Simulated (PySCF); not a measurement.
**Assigning NMR signals**

Atoms are numbered as in `[F:1][C:2]([F:3])([F:4])[O:5][C@@:6]1([F:7])[CH2:8][CH2:9][O:10]1`; H(Xn) means a hydrogen on atom n. Ha(C8), Ha(C9) are pro-R; Hb(C8), Hb(C9) are pro-S.

Computed data (PySCF): geometry from GFN2-xTB, σ from GIAO-PBE0/pcSseg-1. One conformer, relativity neglected, fast rotation and ring inversion assumed for equivalent nuclei, isolated molecule.

Scale: TMS for $^{13}$C (186.93 ppm) and $^{1}$H (31.72 ppm) (reference shieldings calculated alike).

(1) Assign these signals to the numbered atoms. $^{13}$C{$^{1}$H} NMR (computed): δ 128.8 (C), 126.5 (C), 62.5 (CH2), 37.7 (CH2).

(2) Assign these signals to the numbered atoms. $^{1}$H NMR (600 MHz, computed): δ 4.56 (m, 1H), 4.56 (m, 1H), 3.10 (m, 1H), 3.06 (m, 1H).

## Answers

(1) 
| δ (ppm) | atoms | environment | reason |
| --- | --- | --- | --- |
| 128.8 | C2 | CF3 carbon | 4 electronegative neighbours deshield it |
| 126.5 | C6 | sp3 carbon bearing two oxygens | 3 electronegative neighbours deshield it |
| 62.5 | C9 | sp3 CH2 bonded to O | deshielded by the electronegative neighbour |
| 37.7 | C8 | sp3 CH2 in a ring | aliphatic region, no heteroatom directly attached |

(2) 
4.56 → Ha(C9), hydrogen on an sp3 CH2 bonded to O: its carbon carries O, which withdraws density
4.56 → Hb(C9), hydrogen on an sp3 CH2 bonded to O
3.10 → Ha(C8), hydrogen on an sp3 CH2 in a ring
3.06 → Hb(C8), hydrogen on an sp3 CH2 in a ring

Ha(C9) and Hb(C9); Ha(C8) and Hb(C8) lie closer than the usual error of such a calculation, so a measured spectrum could show them in the other order.

Splittings by $^{19}$F in the carbon and heteronuclear signals aren't shown, as no couplings were computed. Shifts are as computed. Against solution values, carbons near 30 ppm lie about +3 ppm off and those near 130 ppm about +5 ppm (rms about the fit 2.1 ppm; single classes can miss by 10 ppm). Of 1328 compounds with measured shifts, 309 miss one by over three times the rms of a fit or turn the order of signals round; such compounds aren't used in these exercises. Signals without a measured value on file couldn't be tested in this way; 1H shifts scatter by 0.2 ppm about their fit, and single ones miss by 0.5 ppm. No couplings were computed; multiplicities are counted from neighbouring protons, with m where these are inequivalent, close in shift, in a saturated or five-membered ring or joined by F or P, and br s for small geminal =CH2 splittings.
